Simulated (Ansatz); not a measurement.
CH3Se (SMILES C[Se]) moved off its minimum; all values from Ansatz (an electronic-structure program), cores frozen in correlated methods. Open shells are unrestricted.
(charge 0, multiplicity 2)
```xyz
5

C     -1.5104     0.0265     0.0433
Se     0.3827     0.1484    -0.0548
H     -1.7846    -0.6110    -0.8342
H     -1.9127     1.1227    -0.1100
H     -1.9025    -0.4497     0.9140
```

```csv
level,largest force (eV/Å),on atom,rms difference from CCSD(T)/cc-pVTZ (eV/Å),dipole (D)
HF/def2-TZVPP,3.01,C1,0.196,1.60
PBE/def2-TZVPP,2.56,C1,0.161,1.57
r2SCAN/def2-TZVPP,2.63,C1,0.107,1.62
B3LYP/def2-TZVPP,2.68,C1,0.032,1.53
wB97M-V/def2-TZVPP,2.64,C1,0.123,1.50
MP2/cc-pVTZ,2.75,C1,0.078,1.46
CCSD(T)/cc-pVTZ,2.75,C1,0.000,1.46
```

The differences count from one level among others, with limits of its own. Forces at CCSD(T)/cc-pVTZ (eV/Å):

| atom | Fx | Fy | Fz |
|---|---|---|---|
| C1 | -1.310 | 1.720 | -1.697 |
| Se2 | 1.076 | -0.041 | 0.168 |
| H3 | -0.059 | 0.704 | 0.485 |
| H4 | 0.418 | -2.313 | 0.296 |
| H5 | -0.125 | -0.071 | 0.748 |
